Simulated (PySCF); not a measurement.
# SnO from Hartree–Fock to correlated methods

State: ¹Σ⁺ (singlet), closed shell. Set-up: basis Sn def2-TZVPP with ECP28, O def2-TZVPP; scalar-relativistic core potentials; PySCF 2.14. De refers to Sn + O in their high-spin ground configurations, without counterpoise correction. A positive dipole means Sn(−)O(+).

```
      Level  Re (Å)  ωe (cm⁻¹)  De (eV)  μ (D)
        RHF   1.785        973     1.74  -5.01
    RHF-MP2   1.845        808     6.10    n/a
RHF-SCS-MP2   1.841        820     5.83    n/a
   RHF-CCSD   1.817        884     4.99    n/a
RHF-CCSD(T)   1.838        823     5.49    n/a
        PBE   1.848        806     6.17  -3.92
     PBEsol   1.836        824     6.51  -3.86
     revPBE   1.854        797     5.82  -3.92
     r²SCAN   1.828        850     5.65  -4.00
      M06-L   1.838        831     5.88  -4.11
       PBE0   1.818        873     5.34  -4.24
  BHandHLYP   1.804        914     4.62  -4.62
  CAM-B3LYP   1.813        890     5.49  -4.42
```

The bond length runs from 1.785 Å (RHF) to 1.854 Å (revPBE). De spans 1.74 eV (RHF, mean field) to 6.51 eV (PBEsol, GGA). Correlation at CCSD(T) changes the Hartree–Fock bond energy by +3.75 eV; the triples alone change it by +0.50 eV.

Correlated steps freeze 5 core orbitals. These are scalar-relativistic numbers at best; spin–orbit coupling would shift them, the dissociation energy most. Where the molecule has an RHF reference, its open-shell atoms are computed with UHF. The CCSD T1 diagnostic is raised, a sign that a single reference may not be enough here.
